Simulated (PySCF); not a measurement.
Compound: C₃H₄FNOSi.
Numbering: `[CH2:1]=[CH:2][O:3][Si@@H:4]([F:5])[C:6]#[N:7]` (hydrogens: H8, H9 on C1; H10 on C2; H11 on Si4)

Method: PBE0-D3(BJ)/def2-SVP geometry optimisation, gas phase in PySCF; density fitting, grid level 1; the optimiser is geomeTRIC in internal coordinates, started from a GFN2-xTB structure with every atom displaced at random (about 0.01 Å).

Step 0: E = -17285.6258 eV
```
atom  x, y, z in Å  |  force x, y, z in eV/Å
C1      1.7399    0.2654    0.5559   -1.605   1.087   0.682
C2      1.3800   -0.4700   -0.4779   -0.224  -0.372  -0.386
O3      0.1215   -0.6106   -0.9855    3.268  -0.812   0.027
Si4    -1.2736    0.0240   -0.6698   -3.502  -0.207   0.218
F5     -2.2237   -0.8017   -1.6969   -0.035   0.416   0.406
C6     -1.8906   -0.3829    1.0616    0.963   0.491  -2.309
N7     -2.2049   -0.6070    2.1387   -0.603  -0.386   1.869
H8      2.7526    0.3479    0.8832    0.853  -0.118   0.170
H9      0.9856    0.8748    1.1079    0.494  -0.368  -0.238
H10     2.1011   -1.0635   -1.0153    0.293  -0.367  -0.422
H11    -1.4497    1.4374   -0.9172    0.098   0.636  -0.017
```

Step 1: E = -17285.8593 eV
```
atom  x, y, z in Å  |  force x, y, z in eV/Å
C1      1.6600    0.2834    0.5876    0.098   0.146   0.051
C2      1.3889   -0.4843   -0.4641   -0.113  -0.062  -0.044
O3      0.1663   -0.6641   -1.0241   -0.422   0.056  -0.155
Si4    -1.3192    0.0001   -0.7274    0.345  -0.161   0.183
F5     -2.3998   -0.7266   -1.6659    0.163  -0.056   0.015
C6     -1.7657   -0.3885    1.0307   -0.136  -0.027   0.046
N7     -2.0446   -0.6061    2.1356    0.056   0.030  -0.110
H8      2.6898    0.3635    0.9420   -0.065  -0.036   0.019
H9      0.8915    0.8570    1.1137    0.027  -0.005   0.022
H10     2.1528   -1.0702   -0.9831    0.016   0.017  -0.006
H11    -1.3818    1.4498   -0.9601    0.031   0.098  -0.021
```

Step 2: E = -17285.8688 eV
```
atom  x, y, z in Å  |  force x, y, z in eV/Å
C1      1.6837    0.3017    0.5756   -0.131   0.016  -0.038
C2      1.3784   -0.4776   -0.4611    0.106  -0.104  -0.065
O3      0.1554   -0.6635   -1.0178   -0.112   0.110   0.040
Si4    -1.3197    0.0002   -0.7104    0.112  -0.020   0.054
F5     -2.3666   -0.7414   -1.6717    0.006  -0.029  -0.019
C6     -1.8028   -0.4023    1.0327   -0.040   0.016  -0.022
N7     -2.0992   -0.6268    2.1306    0.019   0.003  -0.007
H8      2.7167    0.3476    0.9218   -0.003   0.000  -0.007
H9      0.9398    0.8971    1.1119   -0.006   0.004   0.021
H10     2.1331   -1.0757   -0.9796    0.032   0.002   0.013
H11    -1.3807    1.4545   -0.9472    0.017   0.002   0.030
```

Q: Estimate the geometry and energy of step 3. (The exact step hangs on the optimiser's Hessian estimate; all steps are aligned on step 2, rigid shifts and turns removed.)

A: E = -17285.8604 eV, largest force 0.473 eV/Å
```
atom  x, y, z in Å  |  force x, y, z in eV/Å
C1      1.6389    0.3090    0.5454    0.286  -0.169  -0.035
C2      1.3880   -0.5037   -0.4818   -0.265   0.305   0.246
O3      0.1585   -0.6759   -1.0260    0.198  -0.227  -0.190
Si4    -1.2899    0.0094   -0.6830   -0.078   0.079  -0.107
F5     -2.3323   -0.7181   -1.6579   -0.132   0.006  -0.035
C6     -1.7914   -0.4067    1.0487    0.030   0.028  -0.057
N7     -2.0921   -0.6377    2.1433   -0.021  -0.019   0.081
H8      2.6556    0.3706    0.9305    0.055   0.073   0.045
H9      0.8678    0.8991    1.0485   -0.006  -0.011  -0.014
H10     2.1566   -1.1033   -0.9791   -0.058   0.002   0.012
H11    -1.3216    1.4712   -0.9037   -0.007  -0.067   0.054
```

The energy changes by +0.0085 eV. The first-order estimate −F·Δx gives -0.0155 eV and the mean of the old and new forces, exact on a quadratic surface, +0.0088 eV. The step makes an angle of 73° with the force vector and moves no atom by more than 0.096 Å. The energy falls at the start of this step and ends higher, so the step passed the lowest point of its straight line.

The cost below is that of the whole optimisation. On one thread, Arm Neoverse V2 (aarch64), shared host, this took 36 s and 0.50 GiB of memory at its peak.
